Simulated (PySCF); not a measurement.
**Basis-set dependence of population analyses: `[BH3-][P+](F)(F)F`**

Species: BF3H3P.
Structure used (PBE0-D3(BJ)/def2-SVP), in Å, numbered top down from 1:
```xyz
8
BF3H3P angstrom
B      1.0973   -0.0331    0.0716
P     -0.7321    0.0151   -0.0602
F     -1.4198   -0.8672   -1.1628
F     -1.4070    1.3993   -0.3668
F     -1.5730   -0.4244    1.1909
H      1.3224   -1.2039    0.3116
H      1.3135    0.7374    0.9888
H      1.4524    0.3573   -1.0252
```

PBE0 throughout (PySCF), one geometry, spherical d and f functions. Isolated species at its PBE0-D3(BJ)/def2-SVP geometry, gas phase. Atoms taken as equivalent share a column and are averaged.

Mulliken charges (e):

```
        basis  functions      B1      P2  F3/F4/F5  H6/H7/H8
       STO-3G         32  -0.251  +1.028    -0.195    -0.064
        6-31G         55  -0.468  +1.410    -0.350    +0.036
       6-31G*         80  -0.493  +1.334    -0.311    +0.031
     def2-SVP         89  -0.329  +1.151    -0.279    +0.005
6-311+G(2d,p)        161  -0.338  +0.883    -0.230    +0.048
    def2-TZVP        179  -0.438  +0.944    -0.200    +0.032
```

IAO charges (e):

| basis | functions | B1 | P2 | F3/F4/F5 | H6/H7/H8 |
| --- | --- | --- | --- | --- | --- |
| STO-3G | 32 | -0.594 | +1.418 | -0.268 | -0.007 |
| 6-31G | 55 | -0.699 | +1.739 | -0.407 | +0.061 |
| 6-31G* | 80 | -0.722 | +1.924 | -0.446 | +0.046 |
| def2-SVP | 89 | -0.730 | +1.920 | -0.444 | +0.047 |
| 6-311+G(2d,p) | 161 | -0.749 | +1.956 | -0.456 | +0.053 |
| def2-TZVP | 179 | -0.754 | +1.983 | -0.461 | +0.052 |

Hirshfeld charges (e):

| basis | functions | B1 | P2 | F3/F4/F5 | H6/H7/H8 |
| --- | --- | --- | --- | --- | --- |
| STO-3G | 32 | -0.148 | +0.730 | -0.098 | -0.096 |
| 6-31G | 55 | -0.135 | +0.642 | -0.126 | -0.043 |
| 6-31G* | 80 | -0.142 | +0.565 | -0.095 | -0.046 |
| def2-SVP | 89 | -0.148 | +0.598 | -0.099 | -0.051 |
| 6-311+G(2d,p) | 161 | -0.139 | +0.596 | -0.107 | -0.046 |
| def2-TZVP | 179 | -0.144 | +0.578 | -0.099 | -0.046 |

Problem. Which scheme is steadiest as the basis changes?

Solution. Largest range over the bases for any column: Hirshfeld 0.16 e, Mulliken 0.53 e, IAO 0.56 e. Hirshfeld charges move least and IAO charges most, counted in e. Without the minimal STO-3G basis the ranges are Hirshfeld 0.08, Mulliken 0.53, IAO 0.24 e.

Problem. How much do the charges still move between the two largest bases, 6-311+G(2d,p) and def2-TZVP?

Solution. At most, over all atoms: Mulliken 0.101 e, IAO 0.026 e, Hirshfeld 0.018 e.

Problem. What do the same runs give for the total energy, the frontier levels and the dipole moment?

Solution. 
| basis | energy (Eh) | HOMO (eV) | LUMO (eV) | μ (D) |
| --- | --- | --- | --- | --- |
| STO-3G | -658.5840 | -6.58 | 4.93 | 3.48 |
| 6-31G | -666.9437 | -10.09 | -0.49 | 0.57 |
| 6-31G* | -667.1356 | -9.66 | 0.19 | 1.57 |
| def2-SVP | -666.7946 | -9.76 | 0.10 | 1.41 |
| 6-311+G(2d,p) | -667.2898 | -9.88 | -0.31 | 1.11 |
| def2-TZVP | -667.3444 | -9.82 | -0.14 | 1.30 |

The dipole is fixed by the density alone, so its range of 2.91 D shows that the density itself changes with the basis, not only its division among atoms.
